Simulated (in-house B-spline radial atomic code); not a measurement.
## RPA and G0W0 on PBE0: the calcium ion Ca⁺

Configuration [Ar] 4s1, highest spin, mean-field start PBE0. Computed with an all-electron radial atomic-structure program (B-spline basis): all electrons, scalar-relativistic (spin-free one-electron X2C), finite nucleus, each spin shell either full or empty, empty states to l = 9 with an (l + 1/2)⁻⁴ tail; G0W0 by contour deformation at full frequency.

RPA overbinds a lone outer s electron by self-correlation, and G0W0 tends to as well.

Command:
```bash
python run_gw.py task.json out
```
Settings (radii: box in bohr, nucleus in fm):
```
Z                        20
electrons                19
configuration            [Ar] 4s1
hamiltonian              x2c
method                   pbe0
lmax                     9
rms_radius               3.4776
spin_polarised           True
box_radius               23.78
intervals                71
ion_configuration        [Ne] 3s2 3p6
```

Time taken, with all properties: 4.1 s on 1 thread of Arm Neoverse V1 (shared host).

Energies (hartree):

```
                                     term       value
                         mean-field total  -680.06536
Hartree-Fock functional on these orbitals  -679.44137
                      direct second order       -1.34
                    second-order exchange     0.45932
                         SOSEX correction     0.41473
```

Task: What is the RPA correlation energy, and what remains with SOSEX?

Result: RPA gives -1.1587 hartree (-1.66 eV per electron); RPA + SOSEX gives -0.74398, and the second-order doubles -0.88072 hartree (no singles). SOSEX takes back 36 % of the RPA value.

Quasi-particle levels (eV):

```csv
level,occupied,mean field,Σx - vxc,Σc,QP weight,G0W0
4s up,yes,-9.952,-1.40,?,?,?
4s down,no,-7.376,2.87,-1.74,0.857,-6.245
```

G0W0 = mean field + (Σx - vxc) + Σc, with Σc (partial-wave tail included) taken at the quasi-particle energy. Only the outer levels were computed. Levels of low weight are left out.

Task: Where does G0W0 put 4s up?

Result: At -12.330 eV, with Σc = -0.97 eV and a quasi-particle weight of 0.928. The tabulated removal energy is 11.872 eV (NIST, measured); the calculation leaves out spin-orbit coupling, Breit and QED terms, and what these don't explain is the method's own error.

Task: What does it cost to remove one electron (to [Ne] 3s2 3p6) by differences of total energies, each species on its own start (correlation terms add to the Hartree-Fock functional)?

Result: PBE0 11.921 eV, Hartree-Fock functional 11.336 eV, + RPA 12.278 eV, + RPA + SOSEX 11.775 eV, + second order 12.092 eV. Tabulated: 11.872 eV (NIST, measured); the calculation leaves out spin-orbit coupling, Breit and QED terms, and what these don't explain is the method's own error.
